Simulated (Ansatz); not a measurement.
cyclo-(SbH)3 (Sb3H3), relaxed as a singlet with RKS PBE-D4/def2-SVP in Ansatz, starting from the GFN2-xTB geometry. Force threshold 0.02 eV/Å.

In the def2 sets Sb takes a core potential; there is no spin–orbit coupling.

Start:

```tsv
atom	x (Å)	y (Å)	z (Å)
Sb1	0.2437	-1.7538	0.4495
Sb2	-1.8079	0.1405	0.2151
Sb3	0.5718	0.8096	1.5344
H4	0.9127	-1.2369	-1.0201
H5	-1.1655	0.6813	-1.2579
H6	1.2452	1.3593	0.0788
```

Problem. Estimate the energy that the relaxation releases and the steps that it takes.

Solution. 11.0 kJ/mol, in 4 steps; 17 s on 4 threads of AMD EPYC on a shared host. No frequencies were taken in this run, so the end may be a saddle point.

Problem. Does the start keep its bonding and symmetry?

Solution. By distances, no bond broke or formed. The bond that changes most is Sb2–Sb3, from 2.80 to 2.89 Å (atoms count from 1). Point group C3v at the start, C3v at the end, both within 0.05 Å.

Problem. Predict the relaxed structure.

Solution. 
```xyz
6

Sb    0.2543   -1.8060    0.4571
Sb   -1.8620    0.1472    0.2153
Sb    0.5926    0.8372    1.5757
H     0.9517   -1.3116   -1.0518
H    -1.2381    0.7097   -1.3020
H     1.3015    1.4236    0.1056
```
Bond lengths: 3 × Sb–Sb 2.89 Å; 3 × H–Sb 1.73 Å.
